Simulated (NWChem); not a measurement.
System: BH$_{2}$OI; SMILES OBI

Output (shortened):

```
             Northwest Computational Chemistry Package (NWChem) 7.3.0
             --------------------------------------------------------

 CS  symmetry detected

                             Geometry "geometry" -> ""
                             -------------------------

 Output coordinates in angstroms (scale by  1.889725989 to convert to a.u.)

  No.       Tag          Charge          X              Y              Z
 ---- ---------------- ---------- -------------- -------------- --------------
    1 B                    5.0000    -0.57765755     1.46318428     0.00000000
    2 H                    1.0000    -1.71597303     1.72312774     0.00000000
    3 I                   53.0000     0.02139290    -0.58399946     0.00000000
    4 O                    8.0000     0.28035988     2.45188393     0.00000000
    5 H                    1.0000     1.22755785     2.29785086     0.00000000

 Effective nuclear repulsion energy (a.u.)     184.4160477043

      Symmetry information
      --------------------

 Group name             Cs
 Group number              2
 Group order               2
 No. of unique centers     5

                                Z-matrix (autoz)
                                --------

 Units are Angstrom for bonds and degrees for angles

      Type          Name      I     J     K     L     M      Value
      ----------- --------  ----- ----- ----- ----- ----- ----------
    1 Stretch                  1     2                       1.16762
    2 Stretch                  1     3                       2.13303
    3 Stretch                  1     4                       1.30909
    4 Stretch                  4     5                       0.95964
    5 Bend                     1     4     5               121.71566
    6 Bend                     2     1     3               119.17400
    7 Bend                     2     1     4               118.08885
    8 Bend                     3     1     4               122.73714
    9 Torsion                  2     1     4     5         180.00000
   10 Torsion                  3     1     4     5           0.00000

                           NWChem Geometry Optimization
                           ----------------------------

[...]

      ----------------------
      Optimization converged
      ----------------------

  Step       Energy      Delta E   Gmax     Grms     Xrms     Xmax
  ---- ---------------- -------- -------- -------- -------- --------
@    5    -398.86960556 -1.1D-06  0.00021  0.00009  0.00055  0.00136
                                     ok       ok       ok       ok

                                Z-matrix (autoz)
                                --------

 Units are Angstrom for bonds and degrees for angles

      Type          Name      I     J     K     L     M      Value     Gradient
      ----------- --------  ----- ----- ----- ----- ----- ---------- ----------
    1 Stretch                  1     2                       1.20128   -0.00016
    2 Stretch                  1     3                       2.15348   -0.00021
    3 Stretch                  1     4                       1.33404    0.00011
    4 Stretch                  4     5                       0.96519   -0.00005
    5 Bend                     1     4     5               114.70912   -0.00003
    6 Bend                     2     1     3               118.43178    0.00002
    7 Bend                     2     1     4               120.11847   -0.00002
    8 Bend                     3     1     4               121.44974   -0.00000
    9 Torsion                  2     1     4     5         180.00000    0.00000
   10 Torsion                  3     1     4     5           0.00000    0.00000

                         Geometry "geometry" -> "geometry"
                         ---------------------------------

 Output coordinates in angstroms (scale by  1.889725989 to convert to a.u.)

[...]

 Rotational Constants
 --------------------
 A=   1.683312 cm-1  (  2.421856 K)
 B=   0.098228 cm-1  (  0.141326 K)
 C=   0.092812 cm-1  (  0.133533 K)

 Temperature                      =   298.15K
 frequency scaling parameter      =   1.0000

 Zero-Point correction to Energy  =   17.633 kcal/mol  (  0.028099 au)
 Thermal correction to Energy     =   19.980 kcal/mol  (  0.031841 au)
 Thermal correction to Enthalpy   =   20.573 kcal/mol  (  0.032784 au)

 Total Entropy                    =   67.972 cal/mol-K
   - Translational                =   41.024 cal/mol-K (mol. weight = 155.9203)
   - Rotational                   =   24.157 cal/mol-K (symmetry #  =        1)
   - Vibrational                  =    2.791 cal/mol-K

 Cv (constant volume heat capacity) =   11.145 cal/mol-K
   - Translational                  =    2.979 cal/mol-K
   - Rotational                     =    2.979 cal/mol-K
   - Vibrational                    =    5.186 cal/mol-K

[normal modes left out]

 ----------------------------------------------------------------------------
 Normal Eigenvalue ||           Projected Infra Red Intensities
  Mode   [cm**-1]  || [atomic units] [(debye/angs)**2] [(KM/mol)] [arbitrary]
 ------ ---------- || -------------- ----------------- ---------- -----------
    1       -0.000 ||    0.000368           0.008         0.359       0.050
    2       -0.000 ||    0.003205           0.074         3.124       0.433
    3       -0.000 ||    0.000001           0.000         0.001       0.000
    4        0.000 ||    0.000077           0.002         0.075       0.010
    5        0.000 ||    0.003234           0.075         3.153       0.437
    6        0.000 ||    0.000004           0.000         0.004       0.001
    7      288.573 ||    0.010238           0.236         9.980       1.383
    8      554.855 ||    0.032800           0.757        31.975       4.431
    9      622.441 ||    0.124388           2.870       121.259      16.802
   10      828.439 ||    0.002202           0.051         2.146       0.297
   11      977.950 ||    0.081068           1.870        79.029      10.951
   12     1126.007 ||    0.311488           7.186       303.654      42.076
   13     1379.596 ||    0.355141           8.193       346.209      47.973
   14     2691.348 ||    0.091413           2.109        89.114      12.348
   15     3870.847 ||    0.094815           2.187        92.430      12.808
 ----------------------------------------------------------------------------
```

Level: PBE0/def2-SVP with def2 effective core potentials on I. def2 effective core potentials on I; no spin-orbit coupling.

**Question.** Which NWChem input produces such a log?

**Answer.** One answer among several that fit: the input that was run:
```
start job
memory heap 200 mb stack 900 mb global 1100 mb
geometry units angstroms
  B     -1.611183    -0.135345    -0.393955
  H     -2.310496    -0.961868     0.043257
  I      0.436312    -0.083695     0.201796
  O     -2.125784     0.726037    -1.234745
  H     -1.598686     1.426445    -1.625266
end
basis spherical
  * library def2-svp
end
ecp
  I library def2-ecp
end
dft
  xc pbe0
  iterations 150
end
driver
  maxiter 120
end
task dft optimize
dft
  grid fine
  convergence energy 1d-8 density 1d-7
end
task dft freq numerical
```
